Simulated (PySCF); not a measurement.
**C₆ coefficients of unlike pairs at PBE0**

Calculated with PySCF 2.14 from the dipole response of each species, C₆(A,B) = (3/π) ∫ α_A(iu) α_B(iu) du, in atomic units, from isotropic polarisabilities. For ions this is the dispersion term alone; charge-induced terms of lower order in 1/R come first.

| species | configuration | basis | relativity | α (bohr³) | C₆ (like pair) |
| --- | --- | --- | --- | --- | --- |
| Cd²⁺ | [Kr] 4d10 (1S) | x2c-TZVPPall with one added diffuse shell each of s, p, d, f type (9s7p7d3f1g) | spin-free X2C | 5.364 | 27.03 |
| Al⁺ | [Ne] 3s2 (1S) | aug-cc-pwCVQZ (10s9p7d5f3g) | none | 24.84 | 127.6 |
| Li | [He] 2s1 (2S) | def2-QZVPPD (6s4p2d1f) | none | 146.9 | 1186 |
| Br | [Ar] 3d10 4s2 4p5 (2P) | dyall-av2z (16s12p8d) | none | 19.78 | 160.6 |

Problem. Estimate C₆ for Li with Cd²⁺.

Solution. The integral gives 83.27. The combination rule 2 C_A C_B / (C_A α_B/α_A + C_B α_A/α_B) gives 81.83 and the geometric mean 179.1.

No spin-orbit coupling is included.

The other pairs:

| pair | C₆ |
| --- | --- |
| Li, Al⁺ | 318.7 |
| Al⁺, Cd²⁺ | 45.45 |
| Br, Cd²⁺ | 60.18 |
| Br, Li | 284.8 |
| Br, Al⁺ | 135.2 |
